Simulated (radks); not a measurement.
The numbers below are computed, except where a source is named.
Pt3+, configuration [Xe] 4f14 5d7. Code: a radial shooting solver on a logarithmic mesh with Libxc functionals. Model: scalar-relativistic Kohn-Sham, LDA (Slater exchange, Perdew-Wang correlation), spin-unpolarised, spherical densities, finite nucleus; Fermi nuclear charge, rms radius 5.427 fm.

Normalised radial functions P(r) = r R(r), r in bohr:

| r | 4d | 5p | 5d |
|---|---|---|---|
| 0.002005 | 0.0002 | 0.0072 | 0.0001 |
| 0.002674 | 0.0003 | 0.0115 | 0.0001 |
| 0.003538 | 0.0007 | 0.0182 | 0.0002 |
| 0.004719 | 0.0016 | 0.0289 | 0.0005 |
| 0.006244 | 0.0033 | 0.0448 | 0.0011 |
| 0.008328 | 0.0071 | 0.0692 | 0.0023 |
| 0.01102 | 0.0147 | 0.1030 | 0.0047 |
| 0.0147 | 0.0306 | 0.1494 | 0.0098 |
| 0.01945 | 0.0609 | 0.2038 | 0.0194 |
| 0.02594 | 0.1191 | 0.2593 | 0.0380 |
| 0.03432 | 0.2179 | 0.2912 | 0.0694 |
| 0.04577 | 0.3794 | 0.2651 | 0.1206 |
| 0.06056 | 0.5949 | 0.1462 | 0.1883 |
| 0.08077 | 0.8315 | -0.0767 | 0.2609 |
| 0.1069 | 0.9581 | -0.3152 | 0.2951 |
| 0.1425 | 0.7955 | -0.4077 | 0.2317 |
| 0.1886 | 0.2251 | -0.1914 | 0.0366 |
| 0.2515 | -0.6675 | 0.2783 | -0.2463 |
| 0.3355 | -1.4315 | 0.6006 | -0.4325 |
| 0.4439 | -1.6201 | 0.3823 | -0.3379 |
| 0.5921 | -1.2263 | -0.3197 | 0.0571 |
| 0.7834 | -0.6469 | -0.9566 | 0.5362 |
| 1.045 | -0.2214 | -1.1101 | 0.8608 |
| 1.382 | -0.0486 | -0.8042 | 0.8853 |
| 1.844 | -0.0056 | -0.3815 | 0.6725 |
| 2.44 | -0.0003 | -0.1195 | 0.3864 |
| 3.254 | 0.0000 | -0.0209 | 0.1533 |
| 4.305 | 0.0000 | -0.0019 | 0.0399 |

4d: eigenvalue -342.42 eV, 1 radial node at r = 0.204 bohr, <r> = 0.468 bohr, 90 % of the charge inside 0.700 bohr. 5p: eigenvalue -91.154 eV, 3 radial nodes at r = 0.0739, 0.214, 0.526 bohr, <r> = 1.09 bohr, 90 % of the charge inside 1.58 bohr. 5d: eigenvalue -39.065 eV, 2 radial nodes at r = 0.196, 0.572 bohr, <r> = 1.49 bohr, 90 % of the charge inside 2.25 bohr.
